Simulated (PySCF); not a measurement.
## [Eu(H2O)3]3+ at several levels of theory

Computed with PySCF 2.14.0 (density fitting, no spin-orbit coupling) at the geometry relaxed with PBE:

```xyz
10
[Eu(H2O)3]3+ (singlet in the valence; each metal's 4f electrons, 6 of them, lie in its core potential, out of spins and levels)
Eu    0.0000    0.0000    0.0000
O     2.2959    0.0000    0.0000
H     2.9201   -0.7695    0.1252
H     2.9201    0.7694   -0.1252
O    -1.1479    1.9883    0.0000
H    -0.7937    2.9136    0.1252
H    -2.1264    2.1441   -0.1252
O    -1.1479   -1.9883    0.0000
H    -2.1264   -2.1441    0.1252
H    -0.7937   -2.9136   -0.1252
```

```tsv
level	basis	state	HOMO (eV)	gap (eV)	charge on Eu1 (e)	population of f-type functions on Eu1 (polarisation alone where 4f lies in the core)	dipole about the centre of mass (D)	largest force component (eV/Å)
PBE	Eu lcecp-1-SVP with ECP52, O def2-SVP, H def2-SVP	singlet	-23.20	5.47	1.85	0.05	0.00	0.01
TPSSh	the same	singlet	-24.02	6.87	1.96	0.05	0.00	0.30
HF	the same	singlet	-29.80	16.16	2.29	0.05	0.00	2.03
M06-L	the same	singlet	-23.59	6.61	2.06	0.05	0.00	0.64
PBE	Eu lcecp-1-TZVP with ECP52, O def2-TZVP, H def2-TZVP	singlet	-23.26	5.57	2.13	0.06	0.00	0.32
```

In the lcecp rows the 4f levels are missing from HOMO and gap, and the state counts the valence alone.

Charges are Mulliken's, which hang on the basis. The relaxation used the grid (50, 194), these runs (75, 302) or, all-electron (x2c bases, spin-free X2C Hamiltonian), (99, 590).

**Question.** What does CAM-B3LYP with Eu lcecp-1-SVP with ECP52, O def2-SVP, H def2-SVP give here?

**Answer.** state singlet, HOMO (eV) -26.53, gap (eV) 10.61, charge on Eu1 (e) 1.97, population of f-type functions on Eu1 (polarisation alone where 4f lies in the core) 0.05, dipole about the centre of mass (D) 0.00, largest force component (eV/Å) 0.39. Time: 6.5 s on 2 threads of Arm Neoverse V2, with other jobs on the host, from an already converged density.

In the first row's basis the gap widens with exact exchange: 5.5 to 6.6 eV for PBE, M06-L (none); 6.9 eV for TPSSh (a fixed share); 10.6 to 16.2 eV for CAM-B3LYP, Hartree–Fock (rising or full at long range).

A frequency check found unstable modes (1, the lowest at -16 cm⁻¹), so the relaxed geometry is a saddle point, or these are noise. An lcecp potential fixes the number of 4f electrons, so in runs with it no electron can move into or out of that shell.
